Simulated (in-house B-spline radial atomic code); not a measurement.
The ruthenium ion Ru⁺ is squeezed into an impenetrable sphere of radius R (the orbitals vanish at R). Method: Dirac-Kohn-Sham LDA VWN5, spherical fractional occupations, Fermi nucleus of rms radius 4.4809 fm. Calculated with an all-electron radial atomic-structure program (B-spline basis).

Energies in eV above the free ion in [Kr] 4d7:

```
R (bohr)  highest level (eV)  [Kr] 4d7  [Ar] 3d9 4s2 4p6 4d7 4f1  [Kr] 4d6 4f1
    8.71               -12.7  0.001096                       296         16.62
    6.08               -12.5    0.1039                     299.9         20.49
    5.27               -12.1    0.4098                     302.6         23.23
    4.59               -11.3     1.296                     306.3         27.03
    3.61               -8.03     7.077                     317.8         39.23
    3.15               -4.19     16.51                     330.9         53.04
    2.62                 5.2      48.1                     367.6         91.25
    2.16                24.5     138.8                     463.6         189.3
    1.96                40.3     231.2                     558.9         285.1
    1.54                 110     754.2                      1094         812.2
```

Does [Ar] 3d9 4s2 4p6 4d7 4f1 fall below [Kr] 4d7 under compression?

No, it stays above over the whole range.

Does [Kr] 4d6 4f1 fall below [Kr] 4d7 under compression?

No, it stays above over the whole range.

The highest level is first positive in the row R = 2.62 bohr, pushed up by confinement above the zero of the free ion's potential. Each configuration is held fixed and needn't be the lowest in the sphere.
